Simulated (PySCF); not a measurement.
# Working with the constants of NaTl⁺

UHF-CCSD(T) constants of NaTl⁺, ²Σ⁺ (doublet), unpaired electrons σ ↑ (basis Na cc-pVDZ, Tl cc-pVDZ-PP with ECP60; scalar-relativistic core potentials; PySCF 2.14; masses 22.9898 and 204.9744 u):

```
ωe              : 100.0 cm⁻¹
ωexe            : 0.258 cm⁻¹
Be              : 0.063221 cm⁻¹
αe              : 0.000328 cm⁻¹
D (centrifugal) : 1.01e-07 cm⁻¹
```

Question: Give the vibrational terms G(v) and spacings up to v = 6.

Answer: G(v) = ωe(v+½) − ωexe(v+½)².

```tsv
v	G(v) (cm⁻¹)	G(v) − G(v−1)	Bv (cm⁻¹)
0	49.9		0.06306
1	149.4	99.5	0.06273
2	248.4	99.0	0.06240
3	346.8	98.5	0.06207
4	444.8	97.9	0.06175
5	542.2	97.4	0.06142
6	639.1	96.9	0.06109
```

Correlated steps freeze 5 core orbitals. These are scalar-relativistic numbers at best; spin–orbit coupling would shift them, the dissociation energy most. The state was picked by a PBE0 search and need not be the measured ground state.
